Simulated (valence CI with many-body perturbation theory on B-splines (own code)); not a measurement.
Values are calculated unless marked as measured or tabulated.
Basis-set convergence for Ga26+

Level of theory: relativistic CI+MBPT: three valence electrons over a frozen Dirac-Fock core [He], radial functions for each j: 9 s, 9 p, 8 d, 6 f, 3 g, 1 h, with the one-electron correlation potential Σ1, the two-electron term Σ2, the three-electron term Σ3, Breit, model QED; selected CI, second order for the rest, scaled by the run's own slope (own B-spline code, finite nucleus).

No measured spectrum was set against this ion. As an estimate, large intervals hold to a few tenths of a per cent, small ones and those within an open d or f shell to about a per cent.

The reference run has the lowest level 2s2.2p 2P°_1/2 and an ionisation energy of 2683.63 eV. Its largest variational space holds 10712 state functions.

Names give the largest LS component (configuration and term), which can be under half, so a name can repeat, a term be missing and a line seem to break the LS rules; names also repeat where a configuration has a term twice.

Changed runs:
A. basis 6 s, 6 p, 5 d, 3 f, 1 g
B. basis 5 s, 5 p, 4 d, 2 f

Excitation energies of the reference run in cm⁻¹, and shifts in cm⁻¹:

| Level | Reference | A | B |
| --- | --- | --- | --- |
| 2s2.2p 2P°_3/2 | 256270 | -3.1 | -12 |
| 2s.2p2 4P_1/2 | 542889 | -121 | -351 |
| 2s.2p2 4P_3/2 | 684466 | -153 | -446 |
| 2s.2p2 4P_5/2 | 780351 | -102 | -318 |
| 2s.2p2 2D_3/2 | 1030660 | +123 | +385 |
| 2s.2p2 2D_5/2 | 1116950 | +79 | +242 |
| 2s.2p2 2P_1/2 | 1131160 | +140 | +478 |
| 2s.2p2 2S_1/2 | 1404930 | +171 | +566 |
| 2s.2p2 2P_3/2 | 1417360 | +141 | +474 |
| 2p3 4S°_3/2 | 1704120 | -49 | -133 |
| 2p3 2D°_3/2 | 1909560 | +58 | +190 |
| 2p3 2D°_5/2 | 1976210 | +120 | +346 |
| Ionisation energy (eV) | 2683.63 | -0.016 | -0.06 |
